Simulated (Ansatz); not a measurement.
Molecule: C3H9FSi, net charge 0, singlet state. 
Structure (B3LYP-D3(BJ)/def2-TZVP (Ansatz, a program for electronic structure) minimum search):
SMILES: C[Si](C)(C)F
```xyz
14

C      1.5018    -0.8629    -0.6679
Si     0.0038     0.0021     0.0286
C     -1.5516    -0.9875    -0.2520
C     -0.1576     1.7365    -0.6370
F      0.2171     0.1192     1.6297
H      1.4167    -0.9726    -1.7519
H      2.4141    -0.3003    -0.4592
H      1.6157    -1.8605    -0.2387
H     -2.4170    -0.4974     0.1988
H     -1.4666    -1.9863     0.1811
H     -1.7506    -1.1018    -1.3205
H     -1.0099     2.2524    -0.1898
H     -0.3046     1.7238    -1.7199
H      0.7390     2.3237    -0.4280
```

Basis-set convergence of Hartree-Fock and CCSD(T) correlation energies (hartree) with Ansatz. Valence correlation only, unless marked. Spin-orbit coupling is left out. Non-relativistic.

```
basis        functions       E(HF)  E(corr, CCSD(T))
-----------  ---------  ----------  ----------------
cc-pV(D+d)Z        124  -507.33305          -0.80314
cc-pV(T+d)Z        285  -507.42588          -0.99554
cc-pV(Q+d)Z        554  -507.44659          -1.05710
```

Extrapolating the two largest sets (X = 3 and 4) as X^-3: E(corr) = (64·(-1.05710) - 27·(-0.99554))/37 = -1.1020 Eh, an estimate of the basis-set limit. The largest set recovers 95.9 % of it, the smallest 72.9 %.
